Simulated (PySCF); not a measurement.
BiCl₂ (SMILES [Cl][Bi][Cl]), doublet, at a GFN2-xTB geometry (such geometries of metal compounds can be far from the true shape) (the spin is typed, not shown lowest) (core potentials on Bi). Base run: R2SCAN/def2-SVP run with PySCF.

Input for PySCF:
```python
from pyscf import gto, scf, dft

mol = gto.M(
    atom='''
Bi    0.319358   -0.029110    0.371161
Cl    0.594212    0.414542   -2.061208
Cl   -2.153431   -0.272418    0.249068
''',
    basis='def2-svp',
    ecp={'Bi': 'def2-svp'},
    charge=0,
    spin=1,
    verbose=4,
)

mf = dft.UKS(mol)
mf.xc = 'r2scan'
mf.kernel()
mf.analyze()
```

The base run was repeated with changes; each row names its change, and settings that it needs were set with it.

| change | ΔE vs base (mEh) | grid points | electrons on the grid |
|---|---|---|---|
| base | 0.000 | 61208 | 57.00000 |
| grids.atom_grid = (99, 590) | 0.237 | 89168 | 57.00000 |
| grids.becke_scheme = stratmann | -0.002 | 61208 | 57.00000 |
| grids.prune = off | 0.000 | 112840 | 57.00000 |
| grids.radi_method = gauss_chebyshev | 0.120 | 58552 | 57.00000 |
| grids.level = 0 | 50.541 | 6496 | 56.98660 |
| grids.atom_grid = (150, 974) | 0.113 | 220864 | 57.00000 |
| grids.level = 1 | 2.866 | 21392 | 56.99996 |
| grids.atom_grid = (30, 110) | 5.549 | 7296 | 57.00100 |
| grids.atom_grid = (50, 194) | 0.900 | 18952 | 56.99997 |
| grids.radi_method = mura_knowles | 0.075 | 54904 | 57.00000 |

Open shells are given as the SCF converged; they aren't shown to be the lowest states, and a large step between rows can be another state.
